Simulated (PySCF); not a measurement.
A run for PySCF: R-HF/STO-3G on BFHI (SMILES FBI), a point of a bond scan (R = 1.967 Å).

```python
from pyscf import gto, scf, dft, mp
from pyscf.data.elements import chemcore

mol = gto.M(
    atom='''
    B    -0.24474767   -1.33345574    0.80641967
    F     1.31082733   -1.94890549    1.84180584
    H    -1.26010087   -1.94582817    0.81786299
    I    -0.08767701    0.45862089   -0.34566142
    ''',
    basis='sto-3g',
    charge=0, spin=0, verbose=3, max_memory=1800)
mf = scf.RHF(mol)
mf.conv_tol = 1e-8
mf.max_cycle = 100
mf.kernel()
if not mf.converged:
    mf = mf.newton().run(mf.mo_coeff, mf.mo_occ)
```

It printed:

```
converged SCF energy = -6973.57029028852
```

Self-consistency was reached.

Cost: roughly 0.23 core-seconds.
